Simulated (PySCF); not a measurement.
Ge(H)3(OMe) (CH6GeO), SMILES C[O][GeH3]. Atoms are numbered in the order given.

```xyz
9

Ge     0.0479    -0.7211     0.0000
O     -0.6355     0.9234     0.0000
C      0.2413     2.0217     0.0000
H     -1.1599    -1.6601     0.0000
H      0.9151    -0.9042    -1.2606
H      0.9151    -0.9042     1.2606
H      0.8944     2.0396    -0.8954
H     -0.3551     2.9483     0.0000
H      0.8944     2.0396     0.8954
```
Charge 0, spin multiplicity 1.

Geometry: ωB97X-D3(BJ)/def2-SVP.

All values below come from PBE0/def2-TZVPD in PySCF.

ESP charges are fitted to the potential on shells at 1.4 to 2.0 van der Waals radii. Atomic charges (e):

| atom | meta-Löwdin | ESP fit |
|---|---|---|
| Ge1 | … | 0.25 |
| O2 | … | -0.27 |
| C3 | … | -0.24 |
| H4 | -0.06 | -0.01 |
| H5 | -0.08 | -0.03 |
| H6 | -0.08 | -0.03 |
| H7 | 0.09 | 0.11 |
| H8 | 0.12 | 0.12 |
| H9 | 0.09 | 0.11 |

Task: What belongs in the gaps? (An estimate is asked for; the answer gives what the named calculation found.)

Result: 
- Ge1, meta-Löwdin: 0.62
- O2, meta-Löwdin: -0.58
- C3, meta-Löwdin: -0.13
